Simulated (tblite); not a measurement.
Parent: `[NH2:1][SiH2:2][SiH2:3][O:4][CH:5]1[CH2:6][CH2:7][CH2:8][CH2:9]1` with H–N1–Si2–Si3 -50° and 172°, N1–Si2–Si3–O4 76°, Si2–Si3–O4–C5 176°, Si3–O4–C5–C6 82°, O4–C5–C6–C7 96°, C5–C6–C7–C8 39°, C6–C7–C8–C9 -41°, C7–C8–C9–C5 28°, C5H15NOSi2.

Computed geometry: GFN2-xTB, gas phase. One conformer each, not checked by frequencies here.

```
coordinate of the parent    value
                  N1–Si2  1.727 Å
                 Si2–Si3  2.284 Å
                  Si3–O4  1.623 Å
                   O4–C5  1.401 Å
                   C5–C6  1.538 Å
                   C6–C7  1.526 Å
                   C7–C8  1.526 Å
                   C8–C9  1.531 Å
                   C5–C9  1.542 Å
              N1–Si2–Si3   108.1°
              Si2–Si3–O4   102.0°
               Si3–O4–C5   129.2°
                O4–C5–C6   111.7°
                O4–C5–C9   109.0°
                C6–C5–C9   105.5°
                C5–C6–C7   104.5°
                C6–C7–C8   102.6°
                C7–C8–C9   103.5°
                C5–C9–C8   106.2°
```

Problem. How does the shared frame change in `[NH2:1][SiH2:2][SiH2:3][O:4][C@@H:5]1[CH2:6][CH2:7][C:8](=[O:9])[CH2:10]1` with H–N1–Si2–Si3 -175° and 47°, N1–Si2–Si3–O4 179°, Si2–Si3–O4–C5 176°, Si3–O4–C5–C6 -173°, O4–C5–C6–C7 -158°, C5–C6–C7–C8 29°, C6–C7–C8–O9 170°, C7–C8–C10–C5 -12°, C5H13NO2Si2? Atoms pair as N1 = N1, Si2 = Si2, Si3 = Si3, O4 = O4, C5 = C5, C6 = C10, C7 = C8, C8 = C7, C9 = C6 (parent first).

Solution. 
```csv
parent,relative,value in the relative,change
N1–Si2,N1–Si2,1.726 Å,-0.001
Si2–Si3,Si2–Si3,2.284 Å,0.000
Si3–O4,Si3–O4,1.628 Å,+0.005
O4–C5,O4–C5,1.391 Å,-0.010
C5–C6,C5–C10,1.530 Å,-0.008
C6–C7,C10–C8,1.512 Å,-0.014
C7–C8,C8–C7,1.516 Å,-0.010
C8–C9,C7–C6,1.524 Å,-0.007
C5–C9,C5–C6,1.535 Å,-0.007
N1–Si2–Si3,N1–Si2–Si3,103.4°,-4.7
Si2–Si3–O4,Si2–Si3–O4,100.3°,-1.7
Si3–O4–C5,Si3–O4–C5,127.8°,-1.4
O4–C5–C6,O4–C5–C10,113.5°,+1.8
O4–C5–C9,O4–C5–C6,111.0°,+2.0
C6–C5–C9,C10–C5–C6,103.6°,-1.9
C5–C6–C7,C5–C10–C8,105.6°,+1.1
C6–C7–C8,C10–C8–C7,108.2°,+5.6
C7–C8–C9,C8–C7–C6,105.4°,+1.9
C5–C9–C8,C5–C6–C7,104.4°,-1.8
```

Of the parent's bonds, C6–C7 changes most (-0.014 Å). Bonds of the relative outside the shared frame: C8=O9 1.201 Å. Point group C1 → C1.

Problem. How does the shared frame change in `[SiH3:1][SiH2:2][O:3][CH:4]1[CH2:5][CH2:6][CH2:7][CH2:8]1` with Si1–Si2–O3–C4 -178°, Si2–O3–C4–C5 169°, O3–C4–C5–C6 113°, C4–C5–C6–C7 30°, C5–C6–C7–C8 -41°, C6–C7–C8–C4 37°, C5H14OSi2? Atoms pair as Si2 = Si1, Si3 = Si2, O4 = O3, C5 = C4, C6 = C8, C7 = C7, C8 = C6, C9 = C5 (parent first).

Solution. 
```csv
parent,relative,value in the relative,change
Si2–Si3,Si1–Si2,2.292 Å,+0.008
Si3–O4,Si2–O3,1.621 Å,-0.002
O4–C5,O3–C4,1.399 Å,-0.002
C5–C6,C4–C8,1.538 Å,0.000
C6–C7,C8–C7,1.525 Å,-0.001
C7–C8,C7–C6,1.526 Å,0.000
C8–C9,C6–C5,1.530 Å,-0.001
C5–C9,C4–C5,1.542 Å,0.000
Si2–Si3–O4,Si1–Si2–O3,100.9°,-1.1
Si3–O4–C5,Si2–O3–C4,129.1°,-0.1
O4–C5–C6,O3–C4–C8,112.0°,+0.3
O4–C5–C9,O3–C4–C5,110.1°,+1.1
C6–C5–C9,C8–C4–C5,105.7°,+0.2
C5–C6–C7,C4–C8–C7,105.1°,+0.6
C6–C7–C8,C8–C7–C6,102.8°,+0.2
C7–C8–C9,C7–C6–C5,103.4°,-0.1
C5–C9–C8,C4–C5–C6,105.8°,-0.4
```

Of the parent's bonds, Si2–Si3 changes most (+0.008 Å). Point group C1 → C1.

Problem. How does the shared frame change in `[NH2:1][SiH2:2][CH2:3][O:4][CH:5]1[CH2:6][CH2:7][CH2:8][CH2:9]1` with H–N1–Si2–C3 -39° and -177°, N1–Si2–C3–O4 60°, Si2–C3–O4–C5 -179°, C3–O4–C5–C6 81°, O4–C5–C6–C7 103°, C5–C6–C7–C8 35°, C6–C7–C8–C9 -42°, C7–C8–C9–C5 33°, C6H15NOSi? Atoms pair as O4 = O4, C5 = C5, C6 = C6, C7 = C7, C8 = C8, C9 = C9 (parent first).

Solution. 
```
  parent  relative  value in the relative  change
   O4–C5     O4–C5                1.413 Å  +0.012
   C5–C6     C5–C6                1.546 Å  +0.008
   C6–C7     C6–C7                1.527 Å  +0.001
   C7–C8     C7–C8                1.525 Å  -0.001
   C8–C9     C8–C9                1.527 Å  -0.004
   C5–C9     C5–C9                1.540 Å  -0.002
O4–C5–C6  O4–C5–C6                 113.0°    +1.3
O4–C5–C9  O4–C5–C9                 108.0°    -1.0
C6–C5–C9  C6–C5–C9                 105.6°    +0.1
C5–C6–C7  C5–C6–C7                 105.2°    +0.7
C6–C7–C8  C6–C7–C8                 103.1°    +0.5
C7–C8–C9  C7–C8–C9                 103.1°    -0.4
C5–C9–C8  C5–C9–C8                 105.9°    -0.3
```

Of the parent's bonds, O4–C5 changes most (+0.012 Å). Bonds of the relative outside the shared frame: N1–Si2 1.720, Si2–C3 1.903, C3–O4 1.414 Å. Point group C1 → C1.
